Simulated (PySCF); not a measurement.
C4H5N2, SMILES c1cnc[nH+]c1, charge +1.

Geometry optimised at TPSSh-D3(BJ)/def2-SVP. The isomer is the one that the SMILES or the coordinates give; other isomers of the formula were not compared.

Two levels are set side by side: TDDFT-PBE/def2-SVPD (PySCF) and TDDFT-LC-ωPBE/def2-SVPD (PySCF). Vertical, same geometry. The lowest singlet is HOMO→LUMO 99 % with PBE and HOMO→LUMO 93 % with the other functional; states are paired by order. Differences are taken from unrounded values.

```csv
quantity,TDDFT-LC-ωPBE,TDDFT-PBE,TDDFT-PBE minus TDDFT-LC-ωPBE
lowest singlet excitation (eV),4.35,3.35,-1.00
lowest triplet excitation (TDA) (eV),4.11,3.14,-0.97
first bright state (f over 0.05) (eV),5.76,5.62,-0.14
its oscillator strength,0.10,0.07,-0.03
```

Functionals without exact exchange tend to place singlet excitations lower, as here. Differences between two approximate levels are no errors against the true value.

Rough cost on one machine, each run with all the roots and properties that it gave: TDDFT-LC-ωPBE against TDDFT-PBE about 5 times.
